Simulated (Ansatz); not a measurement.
Consider the ligand exchange at the Si–Cl bond: `O[SiH](F)[SiH2]Cl` + H₂S → `O[SiH](F)[SiH2]S` + HCl.

Computed with Ansatz on PBE0-D4/def2-TZVP structures; ΔE is electronic, products minus reactants. CBS: MP2 limit from def2 TZ/QZ plus the TZ coupled-cluster correction, frozen cores. This one scheme is used for every species. DFT in def2-TZVPP. One conformer a species, not always the lowest.

| level | ΔE (kJ/mol) |
| --- | --- |
| ωB97X-V | 34.0 |
| B2PLYP | 35.1 |
| r2SCAN | 31.2 |
| PBE0 | 30.2 |
| HF/def2-TZVPP | 45.8 |
| SCS-MP2/def2-QZVPP | 35.2 |
| HF/CBS(def2) | 46.8 |
| MP2/CBS(def2) | 32.5 |

(1) What does CCSD(T)/CBS give? (Best estimate.)

Largest T1 diagnostic among the species: 0.013.

Results:

(1) Ansatz gave: +32.3 kJ/mol. The listed levels differ from it by 1.7, 2.8, -1.1, -2.1, 13.5, 2.9, 14.5, 0.2 kJ/mol.

The D4 term adds −3.7 kJ/mol with B3LYP and −2.1 kJ/mol with PBE0; it sums over pairs of atoms, weighted by their polarisabilities, and B3LYP, whose exchange is more repulsive, gets the larger term. In def2-TZVPP, CCSD(T) changes the Hartree–Fock value by −14.8 kJ/mol (the triples alone add −2.4 kJ/mol) and MP2 by −14.6 kJ/mol.

B3LYP here is the variant with VWN-RPA as its local correlation; programs differ in this.
